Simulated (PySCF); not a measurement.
## Name the molecule from its bond curve

A diatomic of charge +1 contains Mg. Its singlet curve at BHandHLYP in a double-zeta basis (scalar-relativistic core potentials, PySCF), in eV from the separated fragments:

(R (Å), E (eV)): (3.423, -0.126), (3.582, -0.195), (3.741, -0.234), (3.861, -0.248), (3.980, -0.254), (4.099, -0.252), (4.259, -0.243), (4.458, -0.225), (4.696, -0.197), (5.015, -0.161)

The fit gives ωe = 79.5 cm⁻¹ and the rotational constant Bₑ = 0.05600 cm⁻¹.

Task: Which atom is the partner?

Result: The minimum lies at 4.012 Å, so the reduced mass is 16.8576 u Å² cm⁻¹/(Bₑ·Re²) = 18.70 u. With Mg at 23.99 u the partner weighs about 84.8 u: Rb. The molecule is RbMg⁺.

Closed-shell solutions of metal pairs were not tested for spin polarisation, which can lower them a little.
